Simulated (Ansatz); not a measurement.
A run of Ansatz (development build ahead of 0.2.0) on quintet HfMo at this shape:

```xyz
2

Mo    0.0000    0.0000    0.0000
Hf    0.0000    0.0000    3.0268
```

Its results:

* Converged: yes
* Total energy: -115.98321 hartree
* Spin squared of the determinant: 7.590
* Stability test: minimum

Task: Which input gives this output? Name the method, the orbitals and the basis set, and write the input.

Result: PBE0 (unrestricted) in def2-TZVPP. The basis set brings a core potential for Hf, Mo, so the total leaves out those core electrons.

```yaml
crystal:
  periodic: [false, false, false]
  atoms:
    - { symbol: Mo, position_ang: [0.0, 0.0, 0.0] }
    - { symbol: Hf, position_ang: [0.0, 0.0, 3.0268] }
basis:
  gaussian: { orbitals: def2-TZVPP }
magnetization:
  spin_polarized: true
  initial_magnetization: 4
hamiltonian:
  xc: pbe0
```

Caution: another spin multiplicity may lie lower; the unrestricted determinant is a mixture of spin states.
